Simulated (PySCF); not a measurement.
Simulation results for AlBFH$_{3}$N, AlBFH$_{4}$N

Calculation on a computer-drawn molecule: the log of a Hartree-Fock and frozen-core CCSD(T) single point meant for a local Hartree-Fock minimum, with one planted fault or none, to be diagnosed. Offsets are logged minus clean, where the clean run is the same molecule without the fault. The reference is restricted for singlets and unrestricted otherwise, and also for a bond in bohr or an excited solution. Adding or removing an electron swaps singlet and doublet. The excited solution moves the top pair (singlet) or top alpha electron (doublet) to the lowest empty orbital. Highest occupied and lowest empty are orbital energies over both spins, largest force is the largest gradient component, triples share is (T) over the correlation energy, the T1 limit is 0.02 restricted and 0.045 unrestricted, electrons count all cores, a negative frequency is imaginary (commonest isotopes), and the dipole is about the centre of nuclear charge. Program: PySCF 2.14.0.

Common to all runs: meant multiplicity 1; meant basis cc-pV(D+d)Z; logged SCF converged yes; logged CC converged yes; logged SCF stable within its kind yes; possible faults no fault, one electron removed, one electron added, multiplicity raised by two, geometry at a saddle point, SCF held on an excited solution, minimal basis STO-3G, one bond length entered in bohr, all coordinates scaled.

(1) 
```xyz
7
formula=AlBFH3N meant_charge=1 logged_electrons=35 logged_basis_functions=80 logged_spin_squared=0.7573 logged_highest_occupied=-23.221 logged_lowest_empty=-12.203 logged_largest_force=0.083285 logged_T1_diagnostic=0.01603 logged_D1_diagnostic=0.044111 logged_triples_share=0.021464 logged_dipole_magnitude=6.3375 logged_energy_HF=-421.54491 logged_energy_CCSD(T)=-422.01768 planted_fault=one_electron_removed HF_energy_offset_from_clean_run=314.9 CCSD(T)_energy_offset_from_clean_run=344.8
N     -0.1918    -0.4445    -1.2884
Al    -0.3467     0.8806    -0.1908
B     -2.5624     1.4205    -0.1093
F     -3.7559     1.7095    -0.0666
H      0.6905    -0.8783    -1.5064
H     -0.9149    -0.9103    -1.8068
H      0.5035     1.7903     0.7251
```

Units: logged_highest_occupied, logged_lowest_empty in eV; logged_largest_force in hartree/bohr; logged_dipole_magnitude in debye; logged_energy_HF, logged_energy_CCSD(T) in hartree; HF_energy_offset_from_clean_run, CCSD(T)_energy_offset_from_clean_run in kcal/mol.

Drawn bonds:
| atom | other atom | order |
| --- | --- | --- |
| 1 | 2 | 1 |
| 2 | 3 | 1 |
| 3 | 4 | 1 |
| 1 | 5 | 1 |
| 1 | 6 | 1 |
| 2 | 7 | 1 |

(2) 
```xyz
8
formula=AlBFH4N meant_charge=0 logged_electrons=38 logged_basis_functions=28 logged_spin_squared=0 logged_highest_occupied=-7.2652 logged_lowest_empty=7.2267 logged_largest_force=0.042162 logged_T1_diagnostic=0.020995 logged_D1_diagnostic=0.080901 logged_triples_share=0.037779 logged_dipole_magnitude=0.54739 logged_energy_HF=-417.54235 logged_energy_CCSD(T)=-417.71767 planted_fault=minimal_basis_STO-3G HF_energy_offset_from_clean_run=3354 CCSD(T)_energy_offset_from_clean_run=3591
N      1.0104     0.7902     0.0133
Al     0.3816    -0.4021    -1.1268
B     -1.2665    -1.6820    -0.5111
F     -1.7556    -1.5636     0.7311
H      0.6672     0.9319     0.9455
H      1.7635     1.4285    -0.1653
H      1.0642    -0.4717    -2.5554
H     -1.8166    -2.5213    -1.1833
```

Units: logged_highest_occupied, logged_lowest_empty in eV; logged_largest_force in hartree/bohr; logged_dipole_magnitude in debye; logged_energy_HF, logged_energy_CCSD(T) in hartree; HF_energy_offset_from_clean_run, CCSD(T)_energy_offset_from_clean_run in kcal/mol.

Drawn bonds:
| atom | other atom | order |
| --- | --- | --- |
| 1 | 2 | 1 |
| 2 | 3 | 1 |
| 3 | 4 | 1 |
| 1 | 5 | 1 |
| 1 | 6 | 1 |
| 2 | 7 | 1 |
| 3 | 8 | 1 |

Notes: T1 above single-reference limit.
